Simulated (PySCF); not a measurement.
**Arsenic: a sound run and one with changed settings**

Sound run: As [Ar] 3d10 4s2 4p3, As⁺ [Ar] 3d10 4s2 4p2. Calculation: PySCF 2.14, in x2c-TZVPall (6s5p4d1f, 48 functions); scalar relativity by spin-free X2C-1e. In the sound run the correlated levels freeze [Ar] 3d10. The sound run starts from symmetry-adapted Hartree-Fock orbitals and uses a fine grid where one is needed.

Changed run: all electrons correlated in a basis built for the valence shell.

```json
{"species": "As", "method": "MP2", "sound run (hartree)": "-2259.08025", "changed run (hartree)": "-2259.34879", "converged": "yes"}
{"species": "As⁺", "method": "MP2", "sound run (hartree)": "-2258.71611", "changed run (hartree)": "-2258.98164", "converged": "yes"}
```

Ionisation energy of As:

| method | sound run (eV) | changed run (eV) |
| --- | --- | --- |
| UHF | 9.436 | 9.436 |
| MP2 | 9.909 | 9.990 |
| SCS-MP2 | 9.763 | 9.817 |

A valence basis has no tight correlating functions, so it recovers only part of the core correlation, and not evenly between atom and ion.

For comparison, NIST gives 9.789 eV between the lowest levels.
